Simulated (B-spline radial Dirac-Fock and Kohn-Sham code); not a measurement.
## X-ray emission lines of Yb⁺

System: the Yb⁺ ion in the configuration 1s2 2s2 2p6 3s2 3p6 3d10 4s2 4p6 4d10 4f13 5s2 5p6 6s1 6p1 (not the ground configuration).

Method: Dirac-Fock energy differences between relaxed states, corrected for Breit and QED terms. Computed with a radial B-spline solver. A line energy is the difference of two single-hole energies; the list is a selection of electric-dipole transitions between resolved j subshells. The model has no electron correlation.

```
 line  energy (eV)  wavelength (Å)
 K-N3      60976.6         0.20333
 K-N2      60926.4         0.20350
 K-M3      59372.1         0.20883
 K-M2      59149.3         0.20961
 K-L3      52384.3         0.23668
 K-L2      51349.2         0.24145
L1-O3      10470.3          1.1841
L1-N3      10143.6          1.2223
L1-N2      10093.4          1.2284
L2-N4       9779.2          1.2678
L2-N1       9485.2          1.3071
L3-N5       8753.2          1.4164
L3-N4       8744.0          1.4179
L1-M3       8539.1          1.4520
L3-N1       8450.0          1.4673
L2-M4       8402.3          1.4756
L1-M2       8316.3          1.4909
L2-M1       7574.3          1.6369
L3-M5       7414.8          1.6721
L3-M4       7367.2          1.6829
L3-M1       6539.1          1.8960
M3-N5       1765.4          7.0230
M5-N3       1177.5          10.529
M4-N2       1174.9          10.553
```
